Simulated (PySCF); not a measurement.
C2H8N (SMILES CC[NH3+]), charge +1, singlet, geometry from GFN2-xTB; REVPBE/STO-3G run with PySCF.

Input for PySCF:
```python
from pyscf import gto, scf, dft

mol = gto.M(
    atom='''
C     1.24236279   -0.39750113   -0.00322907
C     0.10487807    0.60216964    0.01031472
N    -1.20786753   -0.12281767   -0.00534211
H     2.18965049    0.13332978    0.00819683
H     1.21540996   -1.04156893    0.87213189
H     1.22024591   -1.01206128   -0.89968502
H     0.14835877    1.25030737   -0.86574484
H     0.14351839    1.22077270    0.90769459
H    -1.27417674   -0.73835213    0.81691315
H    -1.26963260   -0.71062506   -0.84798726
H    -2.00174661    0.52991014    0.00336156
''',
    basis='sto-3g',
    charge=1,
    verbose=4,
)

mf = dft.RKS(mol)
mf.xc = 'revpbe'
mf.kernel()
```

Write the output that PySCF gives for this input, abridged.


```
PySCF version 2.14.0

[INPUT] verbose = 4
[INPUT] num. atoms = 11
[INPUT] num. electrons = 26
[INPUT] charge = 1
[INPUT] spin (= nelec alpha-beta = 2S) = 0
[INPUT] symmetry False subgroup None
[INPUT] Mole.unit = angstrom
[INPUT] Symbol           X                Y                Z      unit          X                Y                Z       unit  Magmom
[INPUT]  1 C      1.242362790000  -0.397501130000  -0.003229070000 AA    2.347725420451  -0.751168269905  -0.006102057937 Bohr   0.0
[INPUT]  2 C      0.104878070000   0.602169640000   0.010314720000 AA    0.198190828773   1.137935700128   0.019491995852 Bohr   0.0
[INPUT]  3 N     -1.207867530000  -0.122817670000  -0.005342110000 AA   -2.282538826455  -0.232091759557  -0.010095124827 Bohr   0.0
[INPUT]  4 H      2.189650490000   0.133329780000   0.008196830000 AA    4.137839734620   0.251956768449   0.015489763790 Bohr   0.0
[INPUT]  5 H      1.215409960000  -1.041568930000   0.872131890000 AA    2.296791953469  -1.968280017556   1.648090416599 Bohr   0.0
[INPUT]  6 H      1.220245910000  -1.012061280000  -0.899685020000 AA    2.305930574521  -1.912518640477  -1.700158286174 Bohr   0.0
[INPUT]  7 H      0.148358770000   1.250307370000  -0.865744840000 AA    0.280357443477   2.362738500825  -1.636020641355 Bohr   0.0
[INPUT]  8 H      0.143518390000   1.220772700000   0.907694590000 AA    0.271210450939   2.306926063346   1.715294179849 Bohr   0.0
[INPUT]  9 H     -1.274176740000  -0.738352130000   0.816913150000 AA   -2.407845072891  -1.395283309189   1.543742121056 Bohr   0.0
[INPUT] 10 H     -1.269632600000  -0.710625060000  -0.847987260000 AA   -2.399257892819  -1.342886740653  -1.602463678520 Bohr   0.0
[INPUT] 11 H     -2.001746610000   0.529910140000   0.003361560000 AA   -3.782752863677   1.001385035230   0.006352427751 Bohr   0.0

nuclear repulsion = 90.386234861459
number of shells = 17
number of NR pGTOs = 69
number of NR cGTOs = 23
basis = sto-3g
ecp = {}

******** <class 'pyscf.dft.rks.RKS'> ********
method = RKS
initial guess = minao
damping factor = 0
level_shift factor = 0
DIIS = <class 'pyscf.scf.diis.CDIIS'>
diis_start_cycle = 1
diis_space = 8
diis_damp = 0
SCF conv_tol = 1e-09
SCF conv_tol_grad = None
SCF max_cycles = 50
direct_scf = True
direct_scf_tol = 1e-13
XC library pyscf.dft.libxc version 7.1.2
    S. Lehtola, C. Steigemann, M. J. T. Oliveira, and M. A. L. Marques,  SoftwareX 7, 1–5 (2018)
XC functionals = revpbe
    Y. Zhang and W. Yang,  Phys. Rev. Lett. 80, 890 (1998)
    J. P. Perdew, K. Burke, and M. Ernzerhof,  Phys. Rev. Lett. 77, 3865 (1996)
    J. P. Perdew, K. Burke, and M. Ernzerhof,  Phys. Rev. Lett. 78, 1396 (1997)
radial grids:
    Treutler-Ahlrichs [JCP 102, 346 (1995); DOI:10.1063/1.469408] (M4) radial grids

becke partition: Becke, JCP 88, 2547 (1988); DOI:10.1063/1.454033
pruning grids: <function nwchem_prune>
grids dens level: 3
symmetrized grids: False
atomic radii adjust function: <function treutler_atomic_radii_adjust>
small_rho_cutoff = 0
Set gradient conv threshold to 3.16228e-05
Initial guess from minao.
tot grids = 120608
init E= -134.150906090415
  HOMO = -0.335141469548848  LUMO = 0.194420345624085  gap/eV = 14.41011
cycle= 1 E= -133.86735189199  delta_E= 0.284  |g|= 0.171  |ddm|= 3.63
  HOMO = -0.468003773079213  LUMO = -0.0556367885506743  gap/eV = 11.22108
cycle= 2 E= -133.870572077527  delta_E= -0.00322  |g|= 0.17  |ddm|= 0.527
  HOMO = -0.485592473064194  LUMO = -0.0333872287241053  gap/eV = 12.30513
cycle= 3 E= -133.879230322911  delta_E= -0.00866  |g|= 0.0201  |ddm|= 0.24
  HOMO = -0.488265633713724  LUMO = -0.0337555639441873  gap/eV = 12.36785
cycle= 4 E= -133.879352955935  delta_E= -0.000123  |g|= 0.00538  |ddm|= 0.0311
  HOMO = -0.488171933295734  LUMO = -0.0332036824006147  gap/eV = 12.38032
cycle= 5 E= -133.879360809967  delta_E= -7.85e-06  |g|= 0.00107  |ddm|= 0.00741
  HOMO = -0.488207337958954  LUMO = -0.0332643318980579  gap/eV = 12.37963
cycle= 6 E= -133.879361161407  delta_E= -3.51e-07  |g|= 0.000138  |ddm|= 0.00156
  HOMO = -0.488203059440933  LUMO = -0.0332943540707351  gap/eV = 12.37870
cycle= 7 E= -133.879361167566  delta_E= -6.16e-09  |g|= 5.01e-05  |ddm|= 0.000255
  HOMO = -0.488195611009588  LUMO = -0.0332876544248644  gap/eV = 12.37868
cycle= 8 E= -133.879361168367  delta_E= -8.01e-10  |g|= 1.9e-06  |ddm|= 6.86e-05
  HOMO = -0.488195942528801  LUMO = -0.0332878420066406  gap/eV = 12.37868
Extra cycle  E= -133.879361168369  delta_E= -1.14e-12  |g|= 1.15e-06  |ddm|= 5.13e-06
converged SCF energy = -133.879361168369
```
